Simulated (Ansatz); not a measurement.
Cost and result for the atomization energy of CAlF2N, SMILES `N#[C][Al]([F])[F]` (5 atoms, 4 bonds).

Charge 0, multiplicity 1. Geometry: relaxed with PBE0-D4/def2-TZVP. Program: Ansatz. All runs use 2 threads of a server CPU on a shared host. Times are those of one run each, without the atoms' runs, and a repeat can differ threefold. Electronic energies, without spin–orbit coupling; frozen cores. CCSD(T)/CBS adds CCSD(T) − MP2 in def2-TZVPP to the MP2 limit, and its time is that of the two runs behind it. T1 = 0.014. B3LYP takes the VWN-RPA correlation (the form of Gaussian; ORCA's B3LYP/G). HSE06 is the plane-wave form, built on full-range PBE exchange.

CCSD(T)/CBS is a level of theory with its own doubt, some kJ/mol a heavy atom from the limit and from the frozen cores, so smaller differences don't rank the functionals.

| level | functions | wall time | atomization (kJ/mol) | difference from CCSD(T)/CBS | per bond |
| --- | --- | --- | --- | --- | --- |
| LDA (SPW92)/def2-TZVPP | 166 | 1.1 s | 2732.9 | 342.4 | 85.6 |
| BLYP-D4/def2-TZVPP | 166 | 1.5 s | 2407.0 | 16.5 | 4.1 |
| revPBE-D4/def2-TZVPP | 166 | 1.6 s | 2366.9 | -23.6 | -5.9 |
| CCSD(T)/def2-SVP | 74 | 1.9 s | 2228.0 | -162.5 | -40.6 |
| HSE06-D4/def2-TZVPP | 166 | 2.8 s | 2349.7 | -40.8 | -10.2 |
| B3LYP-D4/def2-TZVPP (with forces) | 166 | 3 s | 2361.0 | -29.5 | -7.4 |
| CAM-B3LYP-D4/def2-TZVPP | 166 | 3.5 s | 2380.5 | -10.0 | -2.5 |
| B97M-V/def2-TZVPP | 166 | 4.5 s | 2374.7 | -15.8 | -4.0 |
| ωB97X-V/def2-TZVPP | 166 | 7 s | 2375.3 | -15.2 | -3.8 |
| ωB97M-V/def2-TZVPP (with forces) | 166 | 9 s | 2381.1 | -9.4 | -2.4 |
| MP2/def2-QZVPP | 298 | 10 s | 2500.4 | 109.9 | 27.5 |
| CCSD(T)/def2-TZVPP | 166 | 25 s | 2308.9 | -81.6 | -20.4 |
| CCSD(T)/CBS(def2) | – | 35 s | 2390.5 | 0.0 | 0.0 |

From PBE to PBE0 (25 % exact exchange), in def2-TZVPP and without D4, the atomization energy moves by −101.6 kJ/mol: exact exchange takes away binding that semilocal exchange gives to molecules. In def2-TZVPP, CCSD(T) changes the Hartree–Fock value by +665.2 kJ/mol (the triples alone add +57.8 kJ/mol) and MP2 by +806.4 kJ/mol; breaking electron pairs costs correlation energy, which Hartree–Fock lacks. The D4 term adds +14.2 kJ/mol with B3LYP and +7.3 kJ/mol with PBE0; it sums over pairs of atoms, weighted by their polarisabilities, and B3LYP, whose exchange is more repulsive, gets the larger term.
